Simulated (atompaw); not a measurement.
# PBEsol PAW (atompaw) dataset for Ge (Z = 32), scalar-relativistic all-electron reference.

Ge (Z = 32), PAW, made with atompaw 4.2.0.5 (PBEsol, scalar-relativistic). Core [Ar], reference 3d10 4s2 4p2. Waves: 4s (bound): rc 2.65 bohr; 4s channel at -0.15 Ry: rc 1.75 bohr; 4p (bound): rc 2.65 bohr; 4p channel at 2.7 Ry: rc 2.65 bohr; 3d (bound): rc 0.60 bohr; 3d channel at 1.85 Ry: rc 0.60 bohr. Local part: ultrasoft scheme with l = 3 at 0 Ry, radius 2.05 bohr. Core correction: smooth core density matched at 2.60 bohr. Augmentation charge: besselshape compensation charge, radius 2.60 bohr; PAW radius 2.65 bohr; waves and projectors: custom rrkj gramschmidtortho.

All-electron outer shells of the reference configuration (PBEsol, scalar-relativistic, ld1.x):

| shell | level (eV) | outermost node (bohr) | outermost maximum (bohr) |
| --- | --- | --- | --- |
| 3s | -168.12 | 0.26 | 0.54 |
| 3p | -115.43 | 0.23 | 0.54 |
| 3d | -29.31 | – | 0.50 |
| 4s | -11.74 | 0.77 | 1.75 |
| 4p | -3.90 | 0.82 | 2.22 |

(1) Estimate the cutoffs (Ry, on a coarse ladder) from which the occupation-weighted sum of valence levels, in a spherical-Bessel basis at the reference potential, stays within 10 and 1 mRy of its value at 400 Ry.

(2) What does a ghost test show?

(3) Is the overlap operator S = 1 + Σ q|β⟩⟨β| positive definite (Bessel basis up to 400 Ry)?

(4) Which valence shell sets the plane-wave cutoff?

Answers

(1) 300 Ry and over 300 Ry.

(2) No extra level below or beside the all-electron valence levels (s, p, d, f tested).

(3) Yes: its lowest eigenvalue is 0.10 (p channel).

(4) 3d: its level needs 300 Ry to come within 1 mRy, against 10 Ry for 4p.
